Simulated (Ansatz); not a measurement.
Cu2I⁺. Charge 1, multiplicity 1. Geometry r2SCAN-D4/def2-TZVP, that of the neutral doublet.

```csv
atom,x (Å),y (Å),z (Å)
Cu1,0.128,-1.371,-0.098
Cu2,0.551,0.681,-1.066
I3,-0.679,0.690,1.164
```

In the def2 sets I takes a core potential; there is no spin–orbit coupling. The structure comes from a short search, and lower isomers may exist.

Q: Estimate the orbital energies around the gap (eV) in Ansatz with PBE-D4/def2-TZVP, r2SCAN-D4/def2-TZVP, PBE0-D4/def2-TZVP.

A: 
| orbital | PBE-D4/def2-TZVP | r2SCAN-D4/def2-TZVP | PBE0-D4/def2-TZVP |
| --- | --- | --- | --- |
| HOMO−5 | -11.99 | -12.10 | -13.92 |
| HOMO−4 | -11.95 | -12.06 | -13.86 |
| HOMO−3 | -11.81 | -11.95 | -13.86 |
| HOMO−2 | -11.76 | -11.90 | -13.60 |
| HOMO−1 | -11.30 | -11.40 | -12.56 |
| HOMO | -11.27 | -11.39 | -12.35 |
| LUMO | -9.46 | -9.24 | -8.51 |
| LUMO+1 | -8.10 | -7.71 | -6.98 |
| LUMO+2 | -5.69 | -5.33 | -4.69 |
| LUMO+3 | -5.47 | -5.17 | -4.47 |
| LUMO+4 | -3.70 | -3.28 | -2.75 |
| LUMO+5 | -3.34 | -2.80 | -2.31 |
